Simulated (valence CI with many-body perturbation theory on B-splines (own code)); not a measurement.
## Mn11+: magnetic and hyperfine properties of the levels

Computed by configuration interaction combined with many-body perturbation theory (CI+MBPT): four valence electrons over a frozen Dirac-Fock core [Ne], radial functions for each j: 11 s, 11 p, 10 d, 8 f, 5 g, 2 h, with the one-electron correlation potential Σ1, the two-electron term Σ2, the three-electron term Σ3, Breit, model QED; selected CI, second order for the rest, scaled by the run's own slope (own B-spline code, finite nucleus).

No measured levels were compared; by estimate levels of excited configurations hold to 0.05 to 0.15 % of their energy, terms of the ground configuration to about 0.5 %. Among the levels kept, up to 560 cm⁻¹ of a level comes from second order outside the variational space, and about a tenth of that is noise between levels of different J, which matters for small intervals.

A/g_I is the dipole constant over the nuclear g factor μ/I (μ in nuclear magnetons, uniformly magnetised nucleus), B/Q the quadrupole constant per barn. Both hold the static response of the core; the bare values leave it out. Large factors of s and p1/2 electrons are usually good to 5 to 10 %; those of open d and f shells near neutrality can be off by tens of per cent, and small factors of p3/2, d and f electrons come from cancelling terms and can be off by a factor of two or in sign, in half-filled shells by more. B is blank for J = 1/2, where it vanishes, and for nearly pure S terms. Energies count from the lowest level. Levels with J = 0 are left out.

Names give the largest LS component (configuration and term), which can be under half, so a name can repeat, a term be missing and a line seem to break the LS rules; names also repeat where a configuration has a term twice.

```csv
Level,E (eV),g,A/g_I (MHz),A/g_I bare,B/Q (MHz/b),B/Q bare
3s2.3p2 3P_1,0.896,1.500,30.9,206,3400,3230
3s2.3p2 3P_2,1.865,1.466,5540,5390,-5590,-5310
3s2.3p2 1D_2,5.245,1.034,6060,5780,12300,11700
3s.3p3 5S°_2,24.279,1.997,17200,16600,,
3s.3p3 3D°_1,32.782,0.525,-10300,-9660,2050,1950
3s.3p3 3D°_2,32.797,1.181,9510,9060,4100,3900
3s.3p3 3D°_3,33.053,1.333,15600,14800,-767,-717
3s.3p3 3P°_1,37.649,1.477,21700,20600,-2400,-2280
3s.3p3 3P°_2,37.704,1.469,16400,15600,-4240,-4030
3s.3p3 1D°_2,41.414,1.019,5940,5680,-2300,-2160
3s.3p3 3S°_1,47.867,1.807,-11800,-10500,-16.3,-13.5
3s2.3p.3d 3F°_2,49.496,0.669,5220,5020,5140,4980
3s2.3p.3d 3F°_3,50.176,1.084,3220,3190,5480,5310
3s.3p3 1P°_1,50.239,1.189,954,1110,126,125
3s2.3p.3d 3F°_4,51.172,1.250,1810,1870,7980,7720
3s2.3p.3d 3P°_2,56.123,1.256,1930,2030,61.4,121
3s2.3p.3d 3P°_1,57.051,1.222,-1740,-1340,1550,1500
3s2.3p.3d 1D°_2,57.388,1.186,1610,1680,-592,-504
3s2.3p.3d 3D°_1,58.285,0.781,1750,1780,-3940,-3760
3s2.3p.3d 3D°_2,58.575,1.221,3160,3190,-4850,-4620
3s2.3p.3d 3D°_3,58.602,1.330,3440,3440,-4840,-4530
3s2.3p.3d 1F°_3,64.204,1.002,2700,2670,7800,7560
3s2.3p.3d 1P°_1,65.810,0.996,-976,-744,1030,1030
3p4 3P_2,69.149,1.453,5500,5510,2460,2360
3p4 3P_1,70.408,1.500,3250,3420,-1920,-1830
3p4 1D_2,71.759,1.046,6770,6480,-10500,-9960
3s.3p2.3d 5F_1,72.817,0.014,-12800,-12100,-751,-672
3s.3p2.3d 5F_2,73.041,1.011,2320,2360,527,539
3s.3p2.3d 5F_3,73.393,1.258,6030,5900,663,697
3s.3p2.3d 5F_4,73.888,1.354,7630,7410,-787,-641
3s.3p2.3d 5F_5,74.526,1.399,8930,8630,-5770,-5340
3s.3p2.3d 5D_1,75.452,1.489,10700,10400,-3210,-3080
3s.3p2.3d 5D_2,75.567,1.485,10500,10200,-3340,-3190
3s.3p2.3d 5D_3,75.740,1.482,10200,9850,-1160,-1080
```

**Question.** Take the isotope of mass number 53, with I = 7/2, μ = 5.033 μN and Q = 0.17 b. What is the hyperfine structure of 3s.3p3 3P°_1?

**Answer.** From the table A = 31200 MHz, B = -409 MHz. Shifts from the centre of gravity in MHz: F = 5/2: -141000, F = 7/2: -30900, F = 9/2: 109000.
